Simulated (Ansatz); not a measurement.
Reactions of C6H4AlF7O2, SMILES `[CH3][Al-]1([F])[O]C(C(F)(F)F)=CC(C(F)(F)F)=[O+]1`.

Gas-phase electronic energies from Ansatz, PBE0-D4/def2-TZVP geometries. CBS: MP2 limit from def2 TZ/QZ plus the TZ coupled-cluster correction, frozen cores. This one scheme is used for every species, atoms too. For atomizations the MP2-based limit and the directly extrapolated one differ by several kJ/mol either way, and by 10 to 25 for some Ge, Se and Sn compounds, so smaller differences from it don't rank the levels. DFT in def2-TZVPP. Open shells (•) are unrestricted, without spin–orbit coupling. Spin–orbit coupling would lower the free atoms: a little for Al, C, F, O. Elements past krypton have def2 core potentials. Bonds to Sn are less sure, by a few kJ/mol each and by 10 to 20 or more in all where they break to atoms, as the def2 sets lack core-valence functions. Each species was taken in one conformer, which may not be the lowest.

| reaction | B97M-V (eV) | revPBE-D4 (eV) | PBE-D4 (eV) | B2PLYP (eV) | CCSD(T)/CBS(def2) (eV) |
| --- | --- | --- | --- | --- | --- |
| `[CH3][Al-]1([F])[O]C(C(F)(F)F)=CC(C(F)(F)F)=[O+]1` + H₂O → `[OH][Al-]1([F])[O]C(C(F)(F)F)=CC(C(F)(F)F)=[O+]1` + CH₄ | -1.46 | -1.32 | -1.32 | -1.48 | -1.40 |
| `[CH3][Al-]1([F])[O]C(C(F)(F)F)=CC(C(F)(F)F)=[O+]1` + `[CH3][Sn][OH]` → `[CH3][Sn-]1[O]C(C(F)(F)F)=CC(C(F)(F)F)=[O+]1` + `[CH3][Al]([OH])[F]` | 0.31 | 0.24 | 0.25 | 0.26 | 0.22 |
| `[CH3][Al-]1([F])[O]C(C(F)(F)F)=CC(C(F)(F)F)=[O+]1` + H–F → `FC(F)(F)C1=CC(C(F)(F)F)=[O+][Al-]([F])([F])[O]1` + CH₄ | -1.97 | -1.78 | -1.78 | -1.96 | -1.87 |
| `[CH3][Al-]1([F])[O]C(C(F)(F)F)=CC(C(F)(F)F)=[O+]1` + `OB(Cl)Cl` → `FC(F)(F)C1=CC(C(F)(F)F)=[O+][B-](Cl)(Cl)O1` + `[CH3][Al]([OH])[F]` | 1.33 | 1.19 | 1.22 | 1.32 | 1.24 |
| `[CH3][Al-]1([F])[O]C(C(F)(F)F)=CC(C(F)(F)F)=[O+]1` → Al• + 6 C• + 7 F• + 4 H• + 2 O• | 93.70 | 93.94 | 97.52 | 92.23 | 93.16 |
| `[CH3][Al-]1([F])[O]C(C(F)(F)F)=CC(C(F)(F)F)=[O+]1` + HCl → `FC(F)(F)C1=CC(C(F)(F)F)=[O+][Al-]([F])([Cl])[O]1` + CH₄ | -1.69 | -1.59 | -1.56 | -1.65 | -1.63 |

Largest T1 diagnostic: 0.018, for Al•.
